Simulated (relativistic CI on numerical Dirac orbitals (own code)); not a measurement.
# Slater and spin-orbit integrals, Fe24+

Method of calculation: Dirac-Coulomb-Breit CI, KLI orbitals optimised for each configuration, model QED (radiative potential, 1s self-energy scaled to tabulated hydrogen-like ionisation energies), unscaled Slater integrals (own radial code, finite nucleus).

Slater integrals F^k, G^k are unscaled and averaged over j, outside the closed core (none); ζ comes from projecting the Hamiltonian with its Breit term on Σ l·s of the shell.

- 1s 2s: G^0(1s,2s) = 123110 cm⁻¹; <r>(1s) = 0.05717, <r^2>(1s) = 0.004377, <r>(2s) = 0.2335, <r^2>(2s) = 0.06369 (bohr units).
- 1s 2p: G^1(1s,2p) = 271160, ζ(2p) = 98995 cm⁻¹; <r>(1s) = 0.05718, <r^2>(1s) = 0.004378, <r>(2p) = 0.1972, <r^2>(2p) = 0.0468 (bohr units).
- 1s 3s: G^0(1s,3s) = 32362 cm⁻¹; <r>(1s) = 0.05708, <r^2>(1s) = 0.004361, <r>(3s) = 0.5294, <r^2>(3s) = 0.3187 (bohr units).

Averages of the first 10 configurations, taken without configuration mixing, which lowers the lowest level and can move excited configurations by several eV; other configurations of the list can lie among them:

| Configuration | Parity | States | Average energy above the lowest level (eV) |
| --- | --- | --- | --- |
| 1s2 | even | 1 | 0.0 |
| 1s 2s | even | 4 | 6643.1 |
| 1s 2p | odd | 12 | 6680.5 |
| 1s 3s | even | 4 | 7863.9 |
| 1s 3p | odd | 12 | 7874.5 |
| 1s 3d | even | 20 | 7880.1 |
| 1s 4s | even | 4 | 8287.4 |
| 1s 4p | odd | 12 | 8291.8 |
| 1s 4d | even | 20 | 8294.2 |
| 1s 4f | odd | 28 | 8294.7 |
